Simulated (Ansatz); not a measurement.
```xyz
11

C     0.1779   -0.0520    1.6771
B    -0.0704   -0.8587    0.3743
Si   -0.2803   -0.0542   -1.4602
O    -0.3697    1.6023   -1.5088
H    -0.0948    1.0045    1.6449
H     1.2744   -0.0927    1.8073
H    -0.2305   -0.5168    2.5781
H    -0.0754   -2.0600    0.4391
H    -1.5490   -0.5202   -2.0838
H     0.8469   -0.5446   -2.3170
H     0.3709    2.0924   -1.1511
```

Total charge 0; spin multiplicity 1.

Problem. List the PBE/def2-TZVPP orbital energies in eV (Ansatz 0.2.0). (Estimate.)

Solution. Ansatz gave: Occupied: -1779.49, -510.13, -268.62, -177.15, -137.20, -93.97, -93.92, -93.89, -24.83, -17.56, -13.85, -11.97, -10.68, -10.11, -10.02, -8.97, -8.37, -8.07, -7.41, -6.21. Lowest empty: -2.79, -0.75, 0.68, 1.21, 1.30, 1.58, 1.71, 2.01.
